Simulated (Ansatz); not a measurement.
Two members of one family (Series (F2AlX)3), computed with Ansatz in the gas phase. The two geometries come from different levels. Binding counts from free atoms in the multiplicity of their measured ground term, without zero-point energy. A dash marks a value that wasn't run or was left out as unsound. The structures are stationary points that may keep the symmetry of their start. Remarks come from the PBE and PBE0 runs and from stability tests at other levels; not every state was tested. HOMO above LUMO (over both spins in singlets and doublets, within one spin in higher multiplets; at PBE or PBE0), or a gap under 0.15 eV within one spin, warns that the state may not be the lowest or that an electron is smeared out.

First: (F2Al-mu-F)3 (singlet, charge 0, PBE0-D4/def2-SVP geometry).

Cartesian coordinates in Å:
```
Al 1.576 -1.163 0.311
F 1.479 -2.723 -0.195
F 2.871 -0.479 1.057
F 0.111 -0.789 1.271
Al -1.424 0.130 1.374
F -2.673 -0.934 1.275
F -1.252 1.297 2.519
F -1.192 0.881 -0.235
Al -0.153 1.032 -1.686
F 0.492 2.544 -1.706
F -0.914 0.303 -2.947
F 1.077 -0.098 -1.039
```

```json
{"level": "PBE-D4/def2-SVP", "HOMO (eV)": "-9.60", "LUMO (eV)": "-2.32", "gap (eV)": "7.28", "vertical IE (eV)": "–", "binding per atom (eV)": "4.99"}
{"level": "PBE-D4/def2-TZVP", "HOMO (eV)": "-9.94", "LUMO (eV)": "-2.54", "gap (eV)": "7.41", "vertical IE (eV)": "12.38", "binding per atom (eV)": "4.93"}
{"level": "r2SCAN-D4/def2-TZVP", "HOMO (eV)": "-10.45", "LUMO (eV)": "-2.03", "gap (eV)": "8.43", "vertical IE (eV)": "–", "binding per atom (eV)": "4.94"}
{"level": "PBE0-D4/def2-SVP", "HOMO (eV)": "-11.82", "LUMO (eV)": "-1.46", "gap (eV)": "10.35", "vertical IE (eV)": "–", "binding per atom (eV)": "4.82"}
{"level": "PBE0-D4/def2-TZVP", "HOMO (eV)": "-12.04", "LUMO (eV)": "-1.63", "gap (eV)": "10.42", "vertical IE (eV)": "13.75", "binding per atom (eV)": "4.79"}
```

Remarks: gap within one spin near zero at PBE or PBE0 (+1 doublet).

Second: (F2Al-mu-PH2)3 (singlet, charge 0, PBE-D4/def2-SVP geometry).

```xyz
18

Al    0.3388    2.1273   -0.1827
F     1.0083    3.6521    0.0233
F    -0.7217    1.7869   -1.4571
P     1.9676    0.3722   -0.4413
Al    1.0008   -1.4356   -1.7199
F     1.0468   -0.9268   -3.3204
F     1.6350   -2.9333   -1.2995
P    -1.2364   -1.4080   -0.8102
Al   -1.0727   -1.0332    1.5646
F    -2.2786   -1.7672    2.4718
F     0.5635   -1.3654    1.8502
P    -1.0152    1.3721    1.6632
H     3.0904    0.9126   -1.1399
H     2.5594   -0.0447    0.7850
H    -1.9074   -2.6419   -1.0645
H    -2.0931   -0.4681   -1.4498
H    -2.3032    1.9802    1.5815
H    -0.5823    1.8209    2.9456
```

Q: Estimate the same table for the second.

A: 
```csv
level,HOMO (eV),LUMO (eV),gap (eV),vertical IE (eV),binding per atom (eV)
PBE-D4/def2-SVP,-7.26,-2.14,5.12,–,3.81
PBE-D4/def2-TZVP,-7.36,-2.54,4.82,9.58,3.80
r2SCAN-D4/def2-TZVP,-7.66,-2.38,5.28,–,3.78
PBE0-D4/def2-SVP,-8.56,-1.38,7.19,–,3.71
PBE0-D4/def2-TZVP,-8.56,-1.75,6.82,10.14,3.71
```
